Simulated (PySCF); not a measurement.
What the low excited states add to the polarisability

Species: C₆H₆BrP₃.
Atom-mapped SMILES: `[Br:1][c:2]1[p:3][cH:4][p:5][c:6]([CH:7]2[CH2:8][CH2:9]2)[p:10]1` (hydrogens: H11 on C4; H12 on C7; H13, H14 on C8; H15, H16 on C9)

Geometry (PBE0-D3(BJ)/def2-SVP, Å), atoms numbered from 1 in this order:
```
atom  x, y, z in Å
Br1    2.8872    3.1110   -0.4402
C2     2.3547    1.3063   -0.1384
P3     3.7003    0.1994   -0.1233
C4     2.9637   -1.3349    0.1626
P5     1.3576   -1.9184    0.4040
C6     0.2957   -0.5343    0.3226
C7    -1.1371   -0.8957    0.5176
C8    -2.1020    0.0103    1.2516
C9    -2.2537   -0.1837   -0.2149
P10    0.6357    1.1601    0.0563
H11    3.7065   -2.1448    0.1982
H12   -1.2948   -1.9683    0.6767
H13   -1.7048    0.9673    1.6053
H14   -2.8183   -0.4646    1.9270
H15   -1.9603    0.6395   -0.8744
H16   -3.0785   -0.7960   -0.5887
```

The calculation used TDDFT PBE0/def2-SVPD, vertical, gas phase, core orbitals frozen in the response (PySCF). The PBE0/def2-SVPD calculation is non-relativistic and has no spin–orbit coupling, an omission that weighs most on bromine.

Computed singlets:

| state | E (eV) | f |
| --- | --- | --- |
| S1 | 3.34 | 0.013 |
| S2 | 3.62 | 0.0049 |
| S3 | 3.67 | 0.0061 |
| S4 | 3.80 | 0.0000 |
| S5 | 3.84 | 0.065 |
| S6 | 3.91 | 0.010 |
| S7 | 4.21 | 0.105 |
| S8 | 4.30 | 0.390 |
| S9 | 4.61 | 0.0000 |
| S10 | 4.75 | 0.0001 |

Question: How much of the mean static polarisability do these states give, one by one?

Answer: Each state adds f / ΔE² (ΔE in hartree, 27.2114 eV).

| state | f/ΔE² (au) | running sum (au) | running share of α (%) |
| --- | --- | --- | --- |
| S1 | 0.88 | 0.88 | 0.5 |
| S2 | 0.28 | 1.16 | 0.7 |
| S3 | 0.33 | 1.49 | 0.9 |
| S4 | 0.00 | 1.49 | 0.9 |
| S5 | 3.24 | 4.73 | 2.7 |
| S6 | 0.50 | 5.23 | 3.0 |
| S7 | 4.38 | 9.61 | 5.5 |
| S8 | 15.67 | 25.28 | 14.5 |
| S9 | 0.00 | 25.28 | 14.5 |
| S10 | 0.00 | 25.28 | 14.5 |

The full response gives 174.16 au (25.81 Å³), so 148.9 au comes from the higher roots of the same equations.

Question: By how much does the contribution of these states grow at 589.3 nm?

Answer: With ω = 0.0773 hartree each state's term in the mean polarisability goes from f / ΔE² to f / (ΔE² − ω²); the sum over all 10 states goes from 25.28 to 34.16 au, a rise of 8.88 au.

The largest single term belongs to S8, which also has the largest f.

Time: 9.0 min of wall time; peak memory 1.2 GiB. Hardware: one thread, Arm Neoverse V2 (aarch64), shared host with 96 logical CPUs at a one-minute load of 42.

One conformer stands for the species.
